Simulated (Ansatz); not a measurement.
`[SiH3]NBS` + `O[SiH2][AlH2]` → `[AlH2][SiH2]O[SiH3]` + `NBS`  (ligand exchange at the Si–N bond)

Gas-phase electronic energies from Ansatz, PBE0-D4/def2-TZVP geometries. CBS: MP2 limit from def2 TZ/QZ plus the TZ coupled-cluster correction, frozen cores. DFT in def2-TZVPP. B3LYP here is the variant with VWN-RPA as its local correlation; programs differ in this. One conformer a species, not always the lowest.

```
             level  ΔE (kJ/mol)  difference from CCSD(T)/CBS
            PBE-D4        -55.0                          4.5
           PBE0-D4        -57.6                          1.9
          B3LYP-D4        -63.7                         -4.2
           ωB97X-V        -61.0                         -1.5
           ωB97M-V        -60.3                         -0.8
            B2PLYP        -62.7                         -3.2
            r2SCAN        -61.1                         -1.6
              PBE0        -57.6                          1.9
             B3LYP        -63.9                         -4.4
     HF/def2-TZVPP        -72.0                        -12.5
    MP2/def2-TZVPP        -58.9                          0.6
SCS-MP2/def2-TZVPP        -61.6                         -2.1
   CCSD/def2-TZVPP        -61.2                         -1.7
     HF/def2-QZVPP        -73.4                        -13.9
SCS-MP2/def2-QZVPP        -62.1                         -2.6
    CCSD/CBS(def2)        -61.5                         -2.0
       CCSD(T)/CBS        -59.5                            0
```

Largest T1 diagnostic among the species: 0.012.

In def2-TZVPP, CCSD(T) changes the Hartree–Fock value by +12.9 kJ/mol (the triples alone add +2.0 kJ/mol) and MP2 by +13.1 kJ/mol.
